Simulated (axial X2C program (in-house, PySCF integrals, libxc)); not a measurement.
## Outer orbitals of NiP⁺ at 2.179 Å, HF

Computed with an axial X2C code built on PySCF integrals. Spin-free means the one-electron spin-free X2C Hamiltonian; two-component (2c) means X2C with spin–orbit coupling and atomic mean-field two-electron Coulomb and Gaunt terms, so the difference of the two also holds small scalar two-electron terms. Basis: Ni dyall-cv3z [9s9p6d3f2g], P dyall-v3z [8s7p2d1f] (cores contracted in-house); Gaussian nuclei, density fitting, unrestricted open shells. Masses: Ni 57.935 u, P 30.974 u.

The distance is close to the 2c PBE0 minimum; the highest filled and lowest empty levels are listed.

Spin-free orbitals, state M_S = 2, Λ = 2 (beyond evenly filled blocks: σα, π+α, π-α, δ+α, δ+β, δ-α) (Löwdin shares):

```csv
symmetry,occupied,ε (eV),atomic character
σα,yes,-29.27,"75% Ni d, 20% P s, 3% Ni p"
δ+α,yes,-27.99,100% Ni d
δ-α,yes,-27.99,100% Ni d
π-α,yes,-27.34,99% Ni d
π+α,yes,-27.34,99% Ni d
σα,yes,-26.89,"55% P s, 28% Ni d, 8% Ni s"
π+β,yes,-25.66,99% Ni d
δ+β,yes,-25.13,100% Ni d
π-β,yes,-24.61,99% Ni d
σβ,yes,-23.82,"68% P s, 11% Ni s, 11% Ni p"
σβ,yes,-15.97,"69% P p, 13% Ni s, 10% P s"
π-α,yes,-15.80,"87% P p, 8% Ni p, 4% Ni d"
π+α,yes,-15.80,"87% P p, 8% Ni p, 4% Ni d"
σα,yes,-15.61,"49% P p, 40% Ni s, 6% P s"
σα,no,-6.32,"39% Ni p, 34% Ni s, 24% P p"
σβ,no,-5.88,"58% Ni s, 31% Ni p, 6% P p"
π+β,no,-4.77,"52% P p, 45% Ni p"
π-β,no,-4.72,"54% P p, 44% Ni p"
```

Spinors with spin–orbit coupling (state Ω = 4):

```json
{"ω": "1/2", "occupied": "yes", "ε (eV)": "-29.27", "atomic character": "75% Ni d, 20% P s, 3% Ni p", "λ mixture": "100% σ"}
{"ω": "-3/2", "occupied": "yes", "ε (eV)": "-28.09", "atomic character": "100% Ni d", "λ mixture": "100% δ"}
{"ω": "5/2", "occupied": "yes", "ε (eV)": "-27.87", "atomic character": "100% Ni d", "λ mixture": "100% δ"}
{"ω": "-1/2", "occupied": "yes", "ε (eV)": "-27.40", "atomic character": "99% Ni d", "λ mixture": "100% π"}
{"ω": "3/2", "occupied": "yes", "ε (eV)": "-27.29", "atomic character": "99% Ni d", "λ mixture": "99% π, 1% δ"}
{"ω": "1/2", "occupied": "yes", "ε (eV)": "-26.89", "atomic character": "55% P s, 28% Ni d, 8% Ni s", "λ mixture": "100% σ"}
{"ω": "1/2", "occupied": "yes", "ε (eV)": "-25.71", "atomic character": "99% Ni d", "λ mixture": "100% π"}
{"ω": "3/2", "occupied": "yes", "ε (eV)": "-25.23", "atomic character": "100% Ni d", "λ mixture": "99% δ, 1% π"}
{"ω": "-3/2", "occupied": "yes", "ε (eV)": "-24.55", "atomic character": "99% Ni d", "λ mixture": "100% π"}
{"ω": "-1/2", "occupied": "yes", "ε (eV)": "-23.82", "atomic character": "68% P s, 11% Ni s, 11% Ni p", "λ mixture": "100% σ"}
{"ω": "-1/2", "occupied": "yes", "ε (eV)": "-15.98", "atomic character": "70% P p, 12% Ni s, 9% P s", "λ mixture": "94% σ, 6% π"}
{"ω": "-1/2", "occupied": "yes", "ε (eV)": "-15.81", "atomic character": "86% P p, 8% Ni p, 4% Ni d", "λ mixture": "94% π, 6% σ"}
{"ω": "3/2", "occupied": "yes", "ε (eV)": "-15.78", "atomic character": "87% P p, 8% Ni p, 4% Ni d", "λ mixture": "100% π"}
{"ω": "1/2", "occupied": "yes", "ε (eV)": "-15.61", "atomic character": "49% P p, 40% Ni s, 6% P s", "λ mixture": "100% σ"}
{"ω": "1/2", "occupied": "no", "ε (eV)": "-6.32", "atomic character": "39% Ni p, 34% Ni s, 24% P p", "λ mixture": "100% σ"}
{"ω": "-1/2", "occupied": "no", "ε (eV)": "-5.88", "atomic character": "58% Ni s, 31% Ni p, 6% P p", "λ mixture": "100% σ"}
{"ω": "1/2", "occupied": "no", "ε (eV)": "-4.79", "atomic character": "52% P p, 45% Ni p", "λ mixture": "100% π"}
{"ω": "-3/2", "occupied": "no", "ε (eV)": "-4.71", "atomic character": "54% P p, 44% Ni p", "λ mixture": "100% π"}
```

Mulliken charges and populations of the two-component result (they depend on the basis, above all on diffuse functions):

Ni 0.97 e (s 6.80 p 12.17 d 8.07), P 0.03 e (s 5.95 p 8.95 d 0.07). ⟨Lz⟩ = 2.00 ħ and ⟨Sz⟩ = 2.00 ħ (1.21 and 0.79 on the two atoms), which add up to Ω.

The state is one determinant whose occupation by symmetry is held fixed; it was picked as the lowest of a PBE0 search that is not exhaustive. PBE0 can misorder states that lie within some tenths of an eV, so this need not be the ground state of the molecule. The nearest other spin-free determinant of the search, M_S = 0, Λ = 1, lies 0.16 eV up at the distance of the search. With several unpaired electrons one determinant need not be a pure state. Open-shell Ω = 0 determinants with evenly filled partner blocks cannot be reached by this program, so the Ω shown need not be the lowest component. The determinant is spin-polarised beyond a pure state at some levels (its spin-free form has ⟨S²⟩ too high), which makes Re and μ there less reliable.
